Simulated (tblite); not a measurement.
C6H7F.
Atom-mapped SMILES: `[CH2:1]=[CH:2][C@@H:3]1[CH:4]=[CH:5][C@H:6]1[F:7]` (hydrogens: H8, H9 on C1; H10 on C2; H11 on C3; H12 on C4; H13 on C5; H14 on C6)

Cartesian coordinates in Å at the GFN2-xTB level; atoms count from 1:
```xyz
14
C6H7F angstrom
C     -2.4117   -0.2987    0.0133
C     -1.1308   -0.5805    0.1662
C     -0.0180    0.3078   -0.2706
C      1.1042   -0.3476   -1.0489
C      2.0513   -0.0461   -0.1666
C      1.0910    0.6102    0.7881
F      1.2994    1.9439    1.0355
H     -2.7387    0.6225   -0.4403
H     -3.1862   -0.9725    0.3372
H     -0.8200   -1.5113    0.6234
H     -0.3985    1.2216   -0.7296
H      1.0857   -0.8843   -1.9789
H      3.1133   -0.1914   -0.1111
H      0.9583    0.1261    1.7602
```

Computed values, GFN2-xTB/tblite, gas phase, harmonic and unscaled. This tight-binding method is rough: wavenumbers can miss measured ones by several per cent, in bad cases by 10 to 20. One conformer, not necessarily the lowest.

Harmonic wavenumbers (cm⁻¹): 59.1, 133.5, 238.0, 277.5, 365.8, 410.6, 564.1, 655.3, 747.1, 827.5, 856.3, 900.6, 929.0, 974.8, 995.2, 1021.1, 1027.6, 1045.7, 1115.5, 1149.4, 1156.6, 1175.3, 1224.9, 1248.9, 1292.1, 1307.1, 1414.4, 1654.2, 1710.1, 2932.1, 2975.8, 3055.2, 3101.9, 3128.0, 3129.4, 3147.9.

A = 4802, B = 1958, C = 1531 MHz; mass 98.053 u (most abundant isotopes); point group C1, symmetry number 1.

**Question.** What is the zero-point energy?

**Answer.** Half the sum of the wavenumbers: 23974 cm⁻¹ = 286.79 kJ/mol.

**Question.** Entropy at 400 K, 1 bar (ideal gas, RRHO, classical rotation)?

**Answer.** Translation 172.15, rotation 118.74, vibration 92.11: S = 383.0 J/(mol K).

**Question.** And Cp and H(400 K) − H(0)?

**Answer.** Cp = 145.69 J/(mol K), of which vibrations give 112.43 (their classical limit is 36 R = 299.3); H(400 K) − H(0) = 33.72 kJ/mol without the zero-point energy, 20.42 from vibrations.

**Question.** What must be added to the electronic energy to get the Gibbs energy at 400 K and 1 bar?

**Answer.** ZPE + [H(400 K) − H(0)] − T·S = 286.79 + 33.72 − 153.20 = 167.31 kJ/mol.

**Question.** Which modes carry the vibrational entropy at 400 K?

**Answer.** 59.1 cm⁻¹: 21.20; 133.5 cm⁻¹: 14.49; 238.0 cm⁻¹: 9.86; 277.5 cm⁻¹: 8.67; 365.8 cm⁻¹: 6.61; 410.6 cm⁻¹: 5.79 J/(mol K); the other 30 give 25.49 together.

**Question.** Blend soft modes into free rotors: weight 1/[1 + (100 cm⁻¹/ν̃)⁴] for the oscillator and the rest for a rotor with moment μB/(μ + B), μ = h/(8π²ν), B = 10⁻⁴⁴ kg m². What vibrational entropy results?

**Answer.** 86.30 J/(mol K) in place of 92.11, which changes −T·S at 400 K by +2.32 kJ/mol.

**Question.** How do the functions run with temperature in this model?

**Answer.** 
```json
{"T (K)": "50", "S (J/(mol K))": "227.5", "Cp (J/(mol K))": "43.2", "H − H(0) (kJ/mol)": "1.86", "G − H(0) (kJ/mol)": "-9.52", "ln q(vib)": "0.22"}
{"T (K)": "100", "S (J/(mol K))": "261.2", "Cp (J/(mol K))": "55.5", "H − H(0) (kJ/mol)": "4.32", "G − H(0) (kJ/mol)": "-21.80", "ln q(vib)": "0.78"}
{"T (K)": "298.15", "S (J/(mol K))": "345.2", "Cp (J/(mol K))": "112.4", "H − H(0) (kJ/mol)": "20.55", "G − H(0) (kJ/mol)": "-82.38", "ln q(vib)": "3.42"}
{"T (K)": "373.15", "S (J/(mol K))": "373.2", "Cp (J/(mol K))": "137.3", "H − H(0) (kJ/mol)": "29.92", "G − H(0) (kJ/mol)": "-109.33", "ln q(vib)": "4.53"}
{"T (K)": "500", "S (J/(mol K))": "418.6", "Cp (J/(mol K))": "173.5", "H − H(0) (kJ/mol)": "49.73", "G − H(0) (kJ/mol)": "-159.57", "ln q(vib)": "6.51"}
{"T (K)": "750", "S (J/(mol K))": "499.0", "Cp (J/(mol K))": "222.0", "H − H(0) (kJ/mol)": "99.69", "G − H(0) (kJ/mol)": "-274.54", "ln q(vib)": "10.53"}
{"T (K)": "1000", "S (J/(mol K))": "567.3", "Cp (J/(mol K))": "252.2", "H − H(0) (kJ/mol)": "159.22", "G − H(0) (kJ/mol)": "-408.05", "ln q(vib)": "14.43"}
```

q(vib) and H(0) count from the zero-point level.

Hindered rotation and anharmonicity are outside this model. Other conformers, if any are populated, would add a mixing term that is left out. The structure is chiral; the term R ln 2 for an equal mix with its mirror image is left out.

On Arm Neoverse V1, one thread, shared host with 32 logical CPUs at a one-minute load of 30, this took 0.33 s of wall time. This covers the Hessian and the dipole derivatives.
